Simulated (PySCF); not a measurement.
C₅H₄O₂, SMILES C1=CC(=O)C(O1)=C. Atoms are numbered in the order given.

```xyz
11

C      0.9277    -1.8726     0.0000
C      0.5159    -0.6050     0.0000
O      1.3746     0.4785     0.0000
C      0.6034     1.6004     0.0000
C     -0.7281     1.3731     0.0000
C     -0.9038    -0.0874     0.0000
O     -1.9101    -0.7666     0.0000
H      0.1651    -2.6535     0.0000
H      1.9857    -2.1394     0.0000
H      1.1667     2.5335     0.0000
H     -1.5235     2.1136     0.0000
```

Geometry optimised at B3LYP-D3(BJ)/def2-SVP.

These are SMD-PBE0/6-31G* (PySCF) values and carry that method's errors.

Solvation free energies are E(SMD) − E(gas) at the gas-phase geometry, for 1 M in both phases. In vacuum the dipole moment is 2.83 D.

Problem. Estimate the solvation free energies in water, toluene, cyclohexanone. (An estimate is asked for; the answer gives what the named calculation found.)

Solution. 
```tsv
solvent	ΔG(solv) (kcal/mol)	its non-electrostatic (CDS) part	dipole (D)
water	-4.1	5.2	4.13
toluene	-4.7	-1.9	3.20
cyclohexanone	-6.2	-0.8	3.55
```
